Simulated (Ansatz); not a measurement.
1,1-dichloroprop-1-ene (C₃H₄Cl₂), SMILES CC=C(Cl)Cl.

Geometry: B3LYP-D3(BJ)/def2-SVP.

Two levels are set side by side: PBE/def2-SVPD (Ansatz, a program for electronic structure) and CAM-B3LYP/def2-SVPD (Ansatz). Energy differences of separate SCF runs at the same geometry; the states with an electron removed or added have multiplicity 2 and 2. Differences are taken from unrounded values.

```
quantity                            PBE
---------------------------------  ----
vertical ionisation energy (eV)    9.09
vertical singlet–triplet gap (eV)  3.94
```

Task: These are the PBE values. What does CAM-B3LYP give? (The exact figures need the calculation; the answer reports its results.)

Result: 
| quantity | CAM-B3LYP | PBE minus CAM-B3LYP |
|---|---|---|
| vertical ionisation energy (eV) | 9.43 | -0.34 |
| vertical singlet–triplet gap (eV) | 3.92 | 0.01 |
